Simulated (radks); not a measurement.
Results of a calculation; reference values are marked as such.
Coherent X-ray form factor from a spherical all-electron density. Level of theory: scalar-relativistic Kohn-Sham, LDA (Slater exchange, Perdew-Wang correlation), spin-polarised, spherical densities, finite nucleus; Fermi nuclear charge, rms radius of each element as measured or else 0.836 A^(1/3) + 0.57 fm (a radial shooting solver on a logarithmic mesh with Libxc functionals).

sin(theta)/lambda (1/angstrom)  f0 (electrons)
0.05                                    31.294
0.1                                     29.577
0.15                                    27.538
0.2                                     25.566
0.25                                    23.748
0.3                                     22.062
0.4                                     18.959
0.5                                     16.169
0.6                                     13.751
0.8                                     10.178
1                                        8.057
1.25                                     6.622
1.5                                      5.765
2                                        4.429

The species is in the configuration that NIST lists as its ground one. Which atom or ion scatters so?

Answer. Neutral germanium, [Ar] 3d10 4s2 4p2. Extrapolating in s^2 from the first two rows gives f0(0) = 31.9, near the electron count 32; among species with that count, the fall with angle is slower the higher Z, and the table is that of Z = 32; from so few rows the species is fixed only to a neighbour or two.
